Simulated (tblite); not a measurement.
C7H9OPSe.
Atom-mapped SMILES: `[CH3:1][C:2]#[C:3][P:4](=[Se:5])([C:6]#[C:7][CH3:8])[CH2:9][OH:10]` (hydrogens: H11, H12, H13 on C1; H14, H15, H16 on C8; H17, H18 on C9; H19 on O10)

Structure used (GFN2-xTB), in Å, numbered top down from 1:
```
atom  x, y, z in Å
C1     3.6365   -1.2659    0.1116
C2     2.3865   -0.5667   -0.0308
C3     1.3209   -0.0023   -0.0791
P4    -0.1312    0.9172   -0.4316
Se5   -0.1309    1.8641   -2.3029
C6    -1.4391   -0.2228   -0.1505
C7    -2.3653   -0.9957   -0.1843
C8    -3.4634   -1.9254   -0.1331
C9    -0.2855    2.1539    0.9573
O10    0.6488    3.1711    0.8010
H11    3.5610   -2.2523   -0.3453
H12    4.4273   -0.7036   -0.3842
H13    3.8845   -1.3784    1.1667
H14   -4.4052   -1.3900   -0.2491
H15   -3.3652   -2.6487   -0.9419
H16   -3.4660   -2.4536    0.8200
H17   -1.3221    2.5327    0.9481
H18   -0.0907    1.6656    1.9164
H19    0.5894    3.5100   -0.1075
```

Computed values, GFN2-xTB/tblite, gas phase, harmonic and unscaled. This tight-binding method is rough: wavenumbers can miss measured ones by several per cent, in bad cases by 10 to 20. One conformer, not necessarily the lowest. The optimisation stopped once no atom felt more than 0.01 eV/Å.

Lowest wavenumbers of the output (negative numbers stand for imaginary wavenumbers):
```
mode    cm-1
  1     -23.3
  2     -17.1
  3      36.3
  4      45.3
  5      53.4
  6      61.2
  7      92.6
  8     138.8
```

Is this structure a minimum?

Not by this Hessian. 1 mode is imaginary beyond 20i (23i cm⁻¹), and 1 more slightly so (17.1i). The curvature is small, so loose convergence or finite differences may be the whole cause.

Which atoms move in the imaginary modes?

23i: H15 (methyl hydrogen) 34 %, H16 (methyl hydrogen) 33 %, H14 (methyl hydrogen) 33 %; 17i: H13 (methyl hydrogen) 34 %, H11 (methyl hydrogen) 33 %, H12 (methyl hydrogen) 33 %. These are shares of the mass-weighted motion.

What is the remedy?

Step along such a mode in both directions, optimise again with tighter thresholds and repeat the frequencies. The zero-point energy of this point (84.7 kcal/mol) counts the 49 real modes alone, and thermal corrections from it aren't those of a minimum.
